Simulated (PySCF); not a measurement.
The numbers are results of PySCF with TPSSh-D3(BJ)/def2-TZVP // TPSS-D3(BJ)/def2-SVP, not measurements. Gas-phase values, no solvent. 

Reference species: [Nb(=O)(F)3] (neutral, multiplicity 1).

- HOMO = -9.65 eV
- HOMO–LUMO gap = 6.74 eV

Changed species: [Nb(=O)(H)3] (X = H; the reference has X = F).

Task: What does the change do to the HOMO and HOMO–LUMO gap?

Result: the HOMO goes up by 1.09 eV, to -8.56 eV; the HOMO–LUMO gap drops by 1.43 eV, to 5.31 eV.
